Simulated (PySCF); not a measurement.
C₃H₁₂ClNSi₂ (SMILES C[Si](C)(C)N[SiH2]Cl), singlet, at a GFN2-xTB geometry, atoms displaced at random by about 0.08 Å a coordinate; R2SCAN/STO-3G, gradient in PySCF.

PySCF was given this input:
```python
from pyscf import gto, scf, dft

mol = gto.Mole()
mol.atom = '''
    Si    1.40333323    0.28904746   -0.44298765
    Cl    3.20986944   -0.32556261    0.67030190
    N     0.09389842    0.06844479    0.46171792
    Si   -1.54311474   -0.07026094   -0.16211871
    C    -2.44902966   -0.25678275    1.54017351
    C    -1.86124053    1.58591529   -0.78672481
    C    -1.98647826   -1.51359396   -1.23053875
    H     1.54091278   -0.51859038   -1.61177612
    H     1.68484691    1.53822206   -0.82865194
    H     0.45954666   -0.23897940    1.33491921
    H    -2.34115605   -1.12974977    2.08591829
    H    -2.41271378    0.79363565    2.22347860
    H    -3.58587800   -0.04980400    1.23564997
    H    -2.97917329    1.73436842   -1.30810499
    H    -1.28531908    1.71279364   -1.95526749
    H    -1.59768483    2.54128894   -0.25701266
    H    -1.62355896   -2.51920103   -0.69005153
    H    -1.29934828   -1.48539285   -2.09153031
    H    -2.93810516   -1.57653991   -1.46766481
'''
mol.basis = 'sto-3g'
mol.verbose = 4
mol.build()

mf = dft.RKS(mol)
mf.xc = 'r2scan'
mf.kernel()
g = mf.nuc_grad_method()
grad = g.kernel()
```

It wrote (shortened):

```
PySCF version 2.14.0

[INPUT] verbose = 4
[INPUT] num. atoms = 19
[INPUT] num. electrons = 82
[INPUT] charge = 0
[INPUT] spin (= nelec alpha-beta = 2S) = 0
[INPUT] symmetry False subgroup None
[INPUT] Mole.unit = angstrom
[INPUT] Symbol           X                Y                Z      unit          X                Y                Z       unit  Magmom
[INPUT]  1 Si     1.403333230000   0.289047460000  -0.442987650000 AA    2.651915466201   0.546220536401  -0.837125335065 Bohr   0.0
[INPUT]  2 Cl     3.209869440000  -0.325562610000   0.670301900000 AA    6.065774137211  -0.615224169299   1.266687011776 Bohr   0.0
[INPUT]  3 N      0.093898420000   0.068444790000   0.461717920000 AA    0.177442297329   0.129341907753   0.872520415604 Bohr   0.0
[INPUT]  4 Si    -1.543114740000  -0.070260940000  -0.162118710000 AA   -2.916064237379  -0.132773933854  -0.306359961568 Bohr   0.0
[INPUT]  5 C     -2.449029660000  -0.256782750000   1.540173510000 AA   -4.627995328337  -0.485249071013   2.910506118210 Bohr   0.0
[INPUT]  6 C     -1.861240530000   1.585915290000  -0.786724810000 AA   -3.517234853640   2.996945554860  -1.486694426300 Bohr   0.0
[INPUT]  7 C     -1.986478260000  -1.513593960000  -1.230538750000 AA   -3.753899863803  -2.860278048196  -2.325381223165 Bohr   0.0
[INPUT]  8 H      1.540912780000  -0.518590380000  -1.611776120000 AA    2.911903136042  -0.979993789034  -3.045815440914 Bohr   0.0
[INPUT]  9 H      1.684846910000   1.538222060000  -0.828651940000 AA    3.183899221720   2.906818412164  -1.565925219190 Bohr   0.0
[INPUT] 10 H      0.459546660000  -0.238979400000   1.334919210000 AA    0.868417328859  -0.451605615413   2.522631705321 Bohr   0.0
[INPUT] 11 H     -2.341156050000  -1.129749770000   2.085918290000 AA   -4.424143749369  -2.134917654590   3.941814286321 Bohr   0.0
[INPUT] 12 H     -2.412713780000   0.793635650000   2.223478600000 AA   -4.559368261164   1.499754021191   4.201765597831 Bohr   0.0
[INPUT] 13 H     -3.585878000000  -0.049804000000   1.235649970000 AA   -6.776327336103  -0.094115919908   2.335040029127 Bohr   0.0
[INPUT] 14 H     -2.979173290000   1.734368420000  -1.308104990000 AA   -5.629821595719   3.277481312895  -2.471960173277 Bohr   0.0
[INPUT] 15 H     -1.285319080000   1.712793640000  -1.955267490000 AA   -2.428901043878   3.236710887497  -3.694920056366 Bohr   0.0
[INPUT] 16 H     -1.597684830000   2.541288940000  -0.257012660000 AA   -3.019186762072   4.802340099986  -0.485683537946 Bohr   0.0
[INPUT] 17 H     -1.623558960000  -2.519201030000  -0.690051530000 AA   -3.068081781484  -4.760599999422  -1.304008403537 Bohr   0.0
[INPUT] 18 H     -1.299348280000  -1.485392850000  -2.091530310000 AA   -2.455412389625  -2.806985673887  -3.952419467127 Bohr   0.0
[INPUT] 19 H     -2.938105160000  -1.576539910000  -1.467664810000 AA   -5.552214077571  -2.979228654346  -2.773484533562 Bohr   0.0

nuclear repulsion = 536.912229580226
number of shells = 39
number of NR pGTOs = 177
number of NR cGTOs = 59
basis = sto-3g
ecp = {}

******** <class 'pyscf.dft.rks.RKS'> ********
method = RKS
initial guess = minao
damping factor = 0
level_shift factor = 0
DIIS = <class 'pyscf.scf.diis.CDIIS'>
diis_start_cycle = 1
diis_space = 8
diis_damp = 0
SCF conv_tol = 1e-09
SCF conv_tol_grad = None
SCF max_cycles = 50
direct_scf = True
direct_scf_tol = 1e-13
XC library pyscf.dft.libxc version 7.1.2
    S. Lehtola, C. Steigemann, M. J. T. Oliveira, and M. A. L. Marques,  SoftwareX 7, 1–5 (2018)
XC functionals = r2scan
    J. W. Furness, A. D. Kaplan, J. Ning, J. P. Perdew, and J. Sun,  J. Phys. Chem. Lett. 11, 8208–8215 (2020)
    J. W. Furness, A. D. Kaplan, J. Ning, J. P. Perdew, and J. Sun,  J. Phys. Chem. Lett. 11, 9248–9248 (2020)
    J. W. Furness, A. D. Kaplan, J. Ning, J. P. Perdew, and J. Sun,  J. Phys. Chem. Lett. 11, 8208–8215 (2020)
    J. W. Furness, A. D. Kaplan, J. Ning, J. P. Perdew, and J. Sun,  J. Phys. Chem. Lett. 11, 9248–9248 (2020)
radial grids:
    Treutler-Ahlrichs [JCP 102, 346 (1995); DOI:10.1063/1.469408] (M4) radial grids

becke partition: Becke, JCP 88, 2547 (1988); DOI:10.1063/1.454033
pruning grids: <function nwchem_prune>
grids dens level: 3
symmetrized grids: False
atomic radii adjust function: <function treutler_atomic_radii_adjust>
small_rho_cutoff = 0
Set gradient conv threshold to 3.16228e-05
Initial guess from minao.
tot grids = 231192
init E= -1201.11798173453
  HOMO = -0.348953018962452  LUMO = -0.00659305598290127  gap/eV = 9.31609
cycle= 1 E= -1201.31180750521  delta_E= -0.194  |g|= 0.687  |ddm|= 5.07
  HOMO = 0.0109142020257293  LUMO = 0.112928537319622  gap/eV = 2.77595
cycle= 2 E= -1201.21009807483  delta_E= 0.102  |g|= 0.931  |ddm|= 2.41
  HOMO = -0.135501615735854  LUMO = 0.12173277020984  gap/eV = 6.99970
cycle= 3 E= -1201.47386461854  delta_E= -0.264  |g|= 0.0893  |ddm|= 1.42
  HOMO = -0.115005709177781  LUMO = 0.123163480407625  gap/eV = 6.48091
cycle= 4 E= -1201.47664565028  delta_E= -0.00278  |g|= 0.0301  |ddm|= 0.211
  HOMO = -0.119874881026658  LUMO = 0.119405680295814  gap/eV = 6.51116
cycle= 5 E= -1201.47694718259  delta_E= -0.000302  |g|= 0.00499  |ddm|= 0.0496
  HOMO = -0.120328630913816  LUMO = 0.119176207846308  gap/eV = 6.51726
cycle= 6 E= -1201.47695649237  delta_E= -9.31e-06  |g|= 0.00123  |ddm|= 0.00953
  HOMO = -0.120376325863417  LUMO = 0.119294208645548  gap/eV = 6.52177
cycle= 7 E= -1201.4769570474  delta_E= -5.55e-07  |g|= 0.000249  |ddm|= 0.0023
  HOMO = -0.120351230142122  LUMO = 0.119317901321661  gap/eV = 6.52173
cycle= 8 E= -1201.47695706771  delta_E= -2.03e-08  |g|= 5.99e-05  |ddm|= 0.000435
  HOMO = -0.120358046065897  LUMO = 0.119320300403216  gap/eV = 6.52198
cycle= 9 E= -1201.476957069  delta_E= -1.29e-09  |g|= 8.29e-06  |ddm|= 0.000112
  HOMO = -0.12035735752814  LUMO = 0.119320504173996  gap/eV = 6.52197
cycle= 10 E= -1201.47695706903  delta_E= -3.05e-11  |g|= 2.01e-06  |ddm|= 2.08e-05
  HOMO = -0.120357350163667  LUMO = 0.119320125172134  gap/eV = 6.52196
Extra cycle  E= -1201.47695706903  delta_E= -1.82e-12  |g|= 2.36e-06  |ddm|= 6.6e-06
converged SCF energy = -1201.47695706903

******** <class 'pyscf.grad.rks.Gradients'> for <class 'pyscf.dft.rks.RKS'> ********
unit = Eh/Bohr
grid_response = False
--------------- RKS gradients ---------------
         x                y                z
0 Si    -0.0975077999     0.0472116159     0.0249251648
1 Cl     0.0246781343    -0.0081592304     0.0085244416
2 N     0.0487179106     0.0111581185     0.0083325422
3 Si    -0.0016646272     0.0132681834    -0.1092746622
4 C     0.0816463905    -0.1545647925     0.0391788922
5 C     0.0407469813    -0.0671523129     0.1686003100
6 C    -0.1664172873     0.0485260516    -0.0463491727
7 H     0.0058462923     0.0080629051     0.0138163554
8 H    -0.0138800895    -0.0681080679     0.0182465940
9 H     0.0189073074     0.0177012877    -0.0472677168
10 H    -0.0054246962     0.0446856884    -0.0316906951
11 H    -0.0213315190     0.0748083685     0.0370069475
12 H    -0.0452237298     0.0329426670    -0.0154600080
13 H    -0.0593042468     0.0103077818    -0.0485379571
14 H     0.0258431287     0.0095561400    -0.0858588938
15 H     0.0043875160     0.0254313569    -0.0005707002
16 H     0.0269130913    -0.0526368577     0.0219825167
17 H     0.0157699137     0.0004473256     0.0080275863
18 H     0.1145778286     0.0076758463     0.0335564471
----------------------------------------------
```
